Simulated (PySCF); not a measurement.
MoO3, charge -1, multiplicity 2. Atoms are numbered in the order given.

```xyz
4

Mo     0.0000     0.0000     0.0000
O     -1.7392     0.0000     0.0000
O      0.8696     1.5062     0.0000
O      0.8696    -1.5062     0.0000
```
Charge -1, spin multiplicity 2.

Geometry: PBE0-D3(BJ)/def2-SVPD. A frequency run showed that this geometry is not a minimum. The spin state was assumed, not searched. The isomer is the one that the SMILES or the coordinates give; other isomers of the formula were not compared. The def2 effective core potentials stand for the cores of Mo; spin–orbit coupling is left out.

All values below come from PBE0-D3(BJ)/def2-SVPD (PySCF).

Frequencies are harmonic and unscaled.

Modes within 1.5 cm⁻¹ of each other (mostly degenerate sets) share a row, with their intensities summed.

Computed normal modes with their intensities:
```
mode  ν (cm⁻¹)  IR (km/mol)  moving atoms (share of kinetic energy)
----  --------  -----------  --------------------------------------
1         120i         30.9                         O 67 %, Mo 33 %
2–3        302          2.3                         O 90 %, Mo 10 %
4–5        924        781.0                         O 77 %, Mo 23 %
6          938          0.0                                 O 100 %
```
